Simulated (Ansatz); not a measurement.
Cost and result for the atomization energy of `CC[CH2][AlH][CH3]` (16 atoms, 15 bonds).

Cartesian coordinates in Å:
```
C -1.1152 -0.1379 1.4953
C -0.8258 -1.1752 0.4231
C -0.8497 -0.5807 -0.9838
Al 0.5132 0.7809 -1.3682
C 2.1212 0.9852 -0.2738
H -2.0922 0.3276 1.3350
H -1.1149 -0.5743 2.4969
H -0.3643 0.6607 1.4883
H -1.5559 -1.9889 0.5101
H 0.1514 -1.6308 0.6201
H -1.8412 -0.1596 -1.1982
H -0.7213 -1.3736 -1.7358
H 0.3275 1.7231 -2.6426
H 2.2205 0.2215 0.5017
H 2.1224 1.9619 0.2241
H 3.0246 0.9600 -0.8922
```

Charge 0, multiplicity 1. The structure was optimised at the PBE0-D4/def2-TZVP level. It is one conformer, not always the lowest. Program: Ansatz. All runs use 4 threads of an AMD EPYC 9R45 on a shared host. Times are those of one run each, without the atoms' runs, and a repeat can differ threefold. Electronic energies, without spin–orbit coupling; frozen cores. CCSD(T)/CBS adds CCSD(T) − MP2 in def2-TZVPP to the MP2 limit, and its time is that of the two runs behind it. T1 = 0.009. B3LYP takes the VWN-RPA correlation (the form of Gaussian; ORCA's B3LYP/G).

CCSD(T)/CBS is a level of theory with its own doubt, some kJ/mol a heavy atom from the limit and from the frozen cores, so smaller differences don't rank the functionals.

| level | functions | wall time | atomization (kcal/mol) | difference from CCSD(T)/CBS | per bond |
| --- | --- | --- | --- | --- | --- |
| LDA (SPW92)/def2-TZVPP | 320 | 0.85 s | 1578.8 | 169.4 | 11.3 |
| BLYP-D4/def2-TZVPP | 320 | 1.3 s | 1398.4 | -11.0 | -0.7 |
| PBE-D4/def2-TZVPP (with forces) | 320 | 1.6 s | 1423.7 | 14.3 | 1.0 |
| PBE0-D4/def2-TZVPP | 320 | 1.9 s | 1412.9 | 3.5 | 0.2 |
| CAM-B3LYP-D4/def2-TZVPP | 320 | 2.2 s | 1415.5 | 6.1 | 0.4 |
| r2SCANh-D4/def2-TZVPP | 320 | 2.8 s | 1408.4 | -1.0 | -0.1 |
| B3LYP-D4/def2-TZVPP (with forces) | 320 | 3.2 s | 1409.9 | 0.5 | 0.0 |
| PBE-QIDH/def2-TZVPP | 320 | 3.4 s | 1405.2 | -4.2 | -0.3 |
| CCSD(T)/def2-SVP | 129 | 3.7 s | 1353.4 | -56.0 | -3.7 |
| ωB97M-V/def2-TZVPP (with forces) | 320 | 6.5 s | 1412.9 | 3.5 | 0.2 |
| MP2/def2-QZVPP | 628 | 18 s | 1404.7 | -4.7 | -0.3 |
| CCSD(T)/def2-TZVPP | 320 | 5 min | 1380.4 | -29.0 | -1.9 |
| CCSD(T)/CBS(def2) | – | 5.3 min | 1409.4 | 0.0 | 0.0 |

From PBE to PBE0 (25 % exact exchange), in def2-TZVPP and without D4, the atomization energy moves by −9.8 kcal/mol: exact exchange takes away binding that semilocal exchange gives to molecules. The D4 term adds +11.2 kcal/mol with B3LYP and +6.0 kcal/mol with PBE0; it sums over pairs of atoms, weighted by their polarisabilities, and B3LYP, whose exchange is more repulsive, gets the larger term. In def2-TZVPP, CCSD(T) changes the Hartree–Fock value by +303.9 kcal/mol (the triples alone add +14.5 kcal/mol) and MP2 by +311.2 kcal/mol; breaking electron pairs costs correlation energy, which Hartree–Fock lacks.
